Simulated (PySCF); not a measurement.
C$_{3}$H$_{10}$BNO$_{2}$ (SMILES CNB(OC)OC), singlet, at a GFN2-xTB geometry, atoms displaced at random by about 0.03 Å a coordinate; PBE0/STO-3G, gradient in PySCF.

PySCF was given this input:
```python
from pyscf import gto, scf, dft

mol = gto.Mole()
mol.atom = '''
    B     0.25046689    0.11141860   -0.15575353
    N    -1.14536187    0.11133336    0.01297205
    C    -1.99371580   -0.45325310    0.98788069
    H    -1.67891476    0.50612495   -0.76206477
    H    -2.43318247   -1.39379390    0.73787608
    H    -2.78291220    0.24318951    1.27194707
    H    -1.51966717   -0.60540282    2.00581390
    O     0.86788360    0.78149977   -1.18391735
    C     0.15302851    1.62315127   -2.07414875
    H    -0.45867916    2.37498218   -1.58260457
    H     0.83429174    2.12253812   -2.70584204
    H    -0.51889824    0.97659183   -2.71089313
    O     1.19407597   -0.56978555    0.57146466
    C     0.98572299   -1.48899051    1.56443454
    H     2.00603148   -2.03413788    1.77010872
    H     0.72361478   -0.97188474    2.55277761
    H     0.19296830   -2.24574242    1.41419093
'''
mol.basis = 'sto-3g'
mol.verbose = 4
mol.build()

mf = dft.RKS(mol)
mf.xc = 'pbe0'
mf.conv_tol = 1e-11
mf.kernel()
g = mf.nuc_grad_method()
grad = g.kernel()
```

It wrote (shortened):

```
PySCF version 2.14.0

[INPUT] verbose = 4
[INPUT] num. atoms = 17
[INPUT] num. electrons = 56
[INPUT] charge = 0
[INPUT] spin (= nelec alpha-beta = 2S) = 0
[INPUT] symmetry False subgroup None
[INPUT] Mole.unit = angstrom
[INPUT] Symbol           X                Y                Z      unit          X                Y                Z       unit  Magmom
[...]
nuclear repulsion = 315.119774848047
number of shells = 31
number of NR pGTOs = 135
number of NR cGTOs = 45
basis = sto-3g
ecp = {}

******** <class 'pyscf.dft.rks.RKS'> ********
method = RKS
initial guess = minao
damping factor = 0
level_shift factor = 0
DIIS = <class 'pyscf.scf.diis.CDIIS'>
diis_start_cycle = 1
diis_space = 8
diis_damp = 0
SCF conv_tol = 1e-11
SCF conv_tol_grad = None
SCF max_cycles = 50
direct_scf = True
direct_scf_tol = 1e-13
XC library pyscf.dft.libxc version 7.1.2
    S. Lehtola, C. Steigemann, M. J. T. Oliveira, and M. A. L. Marques,  SoftwareX 7, 1–5 (2018)
XC functionals = pbe0
    C. Adamo and V. Barone,  J. Chem. Phys. 110, 6158 (1999)
    M. Ernzerhof and G. E. Scuseria,  J. Chem. Phys. 110, 5029 (1999)
radial grids:
    Treutler-Ahlrichs [JCP 102, 346 (1995); DOI:10.1063/1.469408] (M4) radial grids

becke partition: Becke, JCP 88, 2547 (1988); DOI:10.1063/1.454033
pruning grids: <function nwchem_prune>
grids dens level: 3
symmetrized grids: False
atomic radii adjust function: <function treutler_atomic_radii_adjust>
small_rho_cutoff = 0
Set gradient conv threshold to 3.16228e-06
Initial guess from minao.
tot grids = 196552
init E= -346.494925978771
[...]
cycle= 1 E= -345.446550849681  delta_E= 1.05  |g|= 0.659  |ddm|= 5.08
[...]
cycle= 2 E= -345.433167432081  delta_E= 0.0134  |g|= 0.747  |ddm|= 1.79
[...]
cycle= 3 E= -345.58705134375  delta_E= -0.154  |g|= 0.0883  |ddm|= 0.955
[...]
cycle= 4 E= -345.589163741832  delta_E= -0.00211  |g|= 0.0229  |ddm|= 0.142
[...]
cycle= 5 E= -345.589317082042  delta_E= -0.000153  |g|= 0.00354  |ddm|= 0.0352
[...]
cycle= 6 E= -345.589322120405  delta_E= -5.04e-06  |g|= 0.000223  |ddm|= 0.00606
[...]
cycle= 7 E= -345.589322127699  delta_E= -7.29e-09  |g|= 0.00018  |ddm|= 0.000534
[...]
cycle= 8 E= -345.589322137403  delta_E= -9.7e-09  |g|= 1.12e-05  |ddm|= 0.000244
[...]
cycle= 9 E= -345.589322137442  delta_E= -3.9e-11  |g|= 4.16e-06  |ddm|= 2.16e-05
[...]
cycle= 10 E= -345.589322137446  delta_E= -4.21e-12  |g|= 6.47e-07  |ddm|= 6.13e-06
[...]
Extra cycle  E= -345.589322137447  delta_E= -6.82e-13  |g|= 4.65e-07  |ddm|= 1.57e-06
converged SCF energy = -345.589322137447

******** <class 'pyscf.grad.rks.Gradients'> for <class 'pyscf.dft.rks.RKS'> ********
unit = Eh/Bohr
grid_response = False
--------------- RKS gradients ---------------
         x                y                z
0 B    -0.0083595028     0.0107863916    -0.0022221697
1 N    -0.0191498892    -0.0135544500     0.0235596728
2 C     0.0047154076    -0.0039161313    -0.0827535845
3 H     0.0092302319    -0.0074557313     0.0102547122
4 H     0.0155374658     0.0277304918     0.0127737179
5 H     0.0162791990    -0.0058820220     0.0077099288
6 H    -0.0040257497    -0.0002910906     0.0275475227
7 O    -0.0266730657    -0.0019263260    -0.0051332615
8 C     0.0433589323     0.0428927075    -0.0042801021
9 H     0.0110998320    -0.0115499479    -0.0089080664
10 H    -0.0308626824    -0.0196289975     0.0271647058
11 H    -0.0048945423    -0.0153904644    -0.0025214823
12 O    -0.0166140345    -0.0310462800     0.0403376088
13 C    -0.0231601732     0.0287004932    -0.0765790106
14 H     0.0389990494    -0.0150168808     0.0091341972
15 H    -0.0053345243     0.0118989817     0.0162270098
16 H    -0.0002002167     0.0037278464     0.0076607322
----------------------------------------------
```
